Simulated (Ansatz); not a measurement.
A trace of molecular dynamics of BFGaH3 (6 atoms, charge 0, multiplicity 1).

Method: RKS B3LYP-D4/def2-SVP in Ansatz 0.2.0.

| Quantity | Value |
| --- | --- |
| ensemble | NVE (velocity Verlet) |
| starting velocities drawn for | 500 K |
| seed | 651505 |

```csv
time (fs),T (K),potential energy less start (eV),conserved less start (meV/atom)
0.0,500,0.000,0.00
1.5,407,0.048,0.03
3.0,265,0.122,0.06
4.5,247,0.131,0.05
6.0,344,0.081,0.02
7.5,378,0.063,0.00
9.0,254,0.127,0.04
10.5,190,0.160,0.07
12.0,308,0.100,0.02
13.5,358,0.073,0.01
15.0,254,0.127,0.04
16.5,165,0.174,0.06
18.0,212,0.149,0.05
19.5,322,0.092,0.01
21.0,302,0.102,0.01
22.5,158,0.177,0.06
24.0,168,0.172,0.06
25.5,312,0.097,0.01
27.0,317,0.095,0.01
28.5,195,0.158,0.05
30.0,143,0.185,0.06
31.5,232,0.139,0.04
33.0,328,0.089,0.00
34.5,255,0.127,0.02
36.0,120,0.197,0.07
37.5,166,0.173,0.04
```

Q: Can this run be trusted? Judge the integration.

A: The conserved energy stayed within 0.071 meV per atom of its start (net change 0.041 meV per atom), so the integration is sound. A run of 0.037 ps of so small a system gives no equilibrium averages. The time step was 0.25 fs.

Run time: 3.3 min on 1 CPU thread of a shared host.
